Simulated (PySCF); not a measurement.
I₃Sb, charge -1, doublet, geometry from GFN2-xTB (a state made from the parent by changing its charge; the spin is typed, not shown lowest) (core potentials on I, Sb); REVPBE/def2-SVP (PySCF).

Input for PySCF:
```python
from pyscf import gto, scf, dft

mol = gto.M(
    atom='''
Sb    0.08892251   -0.56492957    0.01724131
I    -2.85572956   -1.29351936    0.06781515
I    -0.34524624    2.19336829   -0.06694029
I     3.11540886   -0.35623746   -0.01746556
''',
    basis='def2-svp',
    ecp={'I': 'def2-svp', 'Sb': 'def2-svp'},
    charge=-1,
    spin=1,
    verbose=4,
)

mf = dft.UKS(mol)
mf.xc = 'revpbe'
mf.grids.atom_grid = (99, 590)
mf.grids.prune = None
mf.kernel()
```

Task: Write the output that PySCF gives for this input, abridged.

Result: 
```
PySCF version 2.14.0

[INPUT] verbose = 4
[INPUT] num. atoms = 4
[INPUT] num. electrons = 99
[INPUT] charge = -1
[INPUT] spin (= nelec alpha-beta = 2S) = 1
[INPUT] symmetry False subgroup None
[INPUT] Mole.unit = angstrom
[INPUT] Symbol           X                Y                Z      unit          X                Y                Z       unit  Magmom
[INPUT]  1 Sb     0.088922510000  -0.564929570000   0.017241310000 AA    0.168039190209  -1.067562166968   0.032581353929 Bohr   0.0
[INPUT]  2 I     -2.855729560000  -1.293519360000   0.067815150000 AA   -5.396546754225  -2.444397327223   0.128152060596 Bohr   0.0
[INPUT]  3 I     -0.345246240000   2.193368290000  -0.066940290000 AA   -0.652420839136   4.144865358406  -0.126498814799 Bohr   0.0
[INPUT]  4 I      3.115408860000  -0.356237460000  -0.017465560000 AA    5.887269511443  -0.673191234711  -0.033005125012 Bohr   0.0

nuclear repulsion = 518.09831175219
number of shells = 40
number of NR pGTOs = 244
number of NR cGTOs = 104
basis = def2-svp
ecp = {'I': 'def2-svp', 'Sb': 'def2-svp'}

******** <class 'pyscf.dft.uks.UKS'> ********
method = UKS
initial guess = minao
damping factor = 0
level_shift factor = 0
DIIS = <class 'pyscf.scf.diis.CDIIS'>
diis_start_cycle = 1
diis_space = 8
diis_damp = 0
SCF conv_tol = 1e-09
SCF conv_tol_grad = None
SCF max_cycles = 50
direct_scf = True
direct_scf_tol = 1e-13
number electrons alpha = 50  beta = 49
XC library pyscf.dft.libxc version 7.1.2
    S. Lehtola, C. Steigemann, M. J. T. Oliveira, and M. A. L. Marques,  SoftwareX 7, 1–5 (2018)
XC functionals = revpbe
    Y. Zhang and W. Yang,  Phys. Rev. Lett. 80, 890 (1998)
    J. P. Perdew, K. Burke, and M. Ernzerhof,  Phys. Rev. Lett. 77, 3865 (1996)
    J. P. Perdew, K. Burke, and M. Ernzerhof,  Phys. Rev. Lett. 78, 1396 (1997)
radial grids:
    Treutler-Ahlrichs [JCP 102, 346 (1995); DOI:10.1063/1.469408] (M4) radial grids

becke partition: Becke, JCP 88, 2547 (1988); DOI:10.1063/1.454033
pruning grids: None
grids dens level: 3
symmetrized grids: False
atomic radii adjust function: <function treutler_atomic_radii_adjust>
User specified grid scheme (99, 590)
small_rho_cutoff = 0
Set gradient conv threshold to 3.16228e-05
tot grids = 233640
init E= -1013.83460445673

cycle= 1 E= -1128.82807012354  delta_E= -115  |g|= 3.97  |ddm|= 12.7

cycle= 2 E= -1129.66059560267  delta_E= -0.833  |g|= 3.18  |ddm|= 10.9
cycle= 3 E= -1133.43575442823  delta_E= -3.78  |g|= 0.578  |ddm|= 5.47
cycle= 4 E= -1132.95157228863  delta_E= 0.484  |g|= 0.893  |ddm|= 2.51
cycle= 5 E= -1133.66493088396  delta_E= -0.713  |g|= 0.262  |ddm|=  1.7
cycle= 6 E= -1133.69745502141  delta_E= -0.0325  |g|= 0.188  |ddm|= 0.728
cycle= 7 E= -1133.72550229993  delta_E= -0.028  |g|= 0.0415  |ddm|= 0.35
cycle= 8 E= -1133.72701194374  delta_E= -0.00151  |g|= 0.0101  |ddm|= 0.0935
cycle= 9 E= -1133.72710755199  delta_E= -9.56e-05  |g|= 0.00139  |ddm|= 0.0182
cycle= 10 E= -1133.72710889086  delta_E= -1.34e-06  |g|= 0.000577  |ddm|= 0.00382
cycle= 11 E= -1133.72710925115  delta_E= -3.6e-07  |g|= 8.04e-05  |ddm|= 0.00133
cycle= 12 E= -1133.72710925741  delta_E= -6.25e-09  |g|= 3e-05  |ddm|= 0.000189
cycle= 13 E= -1133.72710925826  delta_E= -8.48e-10  |g|= 5.73e-06  |ddm|= 8.21e-05
Extra cycle  E= -1133.72710925821  delta_E= 4.68e-11  |g|= 1e-05  |ddm|= 3.09e-05
converged SCF energy = -1133.72710925821  <S^2> = 0.75293108  2S+1 = 2.0029289
```
